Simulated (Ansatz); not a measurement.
Consider the homolysis of the Ge–Si bond: `[F][Ge]([SiH3])([SH])[Cl]` → `[F][Ge]([SH])[Cl]`• + `[SiH3]`•.

Isolated molecules relaxed with PBE0-D4/def2-TZVP in Ansatz; ΔE leaves out vibrations. CBS: MP2 limit from def2 TZ/QZ plus the TZ coupled-cluster correction, frozen cores. This one scheme is used for every species. Functionals use def2-TZVPP. B3LYP here is the variant with VWN-RPA as its local correlation; programs differ in this. No spin–orbit coupling; open shells (•) take unrestricted orbitals. For Ge outer-core shells are correlated without core-valence functions, which leaves a few kJ/mol of doubt a bond. Scalar relativity is left out up to krypton. One conformer a species, not always the lowest.

| level | ΔE (kcal/mol) | difference from CCSD(T)/CBS |
| --- | --- | --- |
| PBE-D4 | 67.9 | -8.3 |
| r2SCAN-D4 | 67.2 | -9.0 |
| PBE0-D4 | 70.5 | -5.7 |
| B3LYP-D4 | 68.0 | -8.2 |
| ωB97X-V | 75.0 | -1.2 |
| ωB97M-V | 72.7 | -3.5 |
| B2PLYP | 68.8 | -7.4 |
| PBE | 65.6 | -10.6 |
| r2SCAN | 66.6 | -9.6 |
| PBE0 | 68.4 | -7.8 |
| B3LYP | 64.3 | -11.9 |
| HF/def2-TZVPP | 53.8 | -22.4 |
| MP2/def2-TZVPP | 74.8 | -1.4 |
| SCS-MP2/def2-TZVPP | 74.7 | -1.5 |
| CCSD/def2-TZVPP | 71.9 | -4.3 |
| CCSD(T)/def2-TZVPP | 73.2 | -3.0 |
| HF/def2-QZVPP | 53.5 | -22.7 |
| MP2/def2-QZVPP | 76.5 | 0.3 |
| SCS-MP2/def2-QZVPP | 76.5 | 0.3 |
| HF/CBS(def2) | 53.5 | -22.7 |
| MP2/CBS(def2) | 77.9 | 1.7 |
| CCSD/CBS(def2) | 75.0 | -1.2 |
| CCSD(T)/CBS | 76.2 | 0 |

Largest T1 diagnostic among the species: 0.015.

The D4 term adds +3.6 kcal/mol with B3LYP and +2.0 kcal/mol with PBE0; it sums over pairs of atoms, weighted by their polarisabilities, and B3LYP, whose exchange is more repulsive, gets the larger term. In def2-TZVPP, CCSD(T) changes the Hartree–Fock value by +19.3 kcal/mol (the triples alone add +1.2 kcal/mol) and MP2 by +21.0 kcal/mol; breaking electron pairs costs correlation energy, which Hartree–Fock lacks.
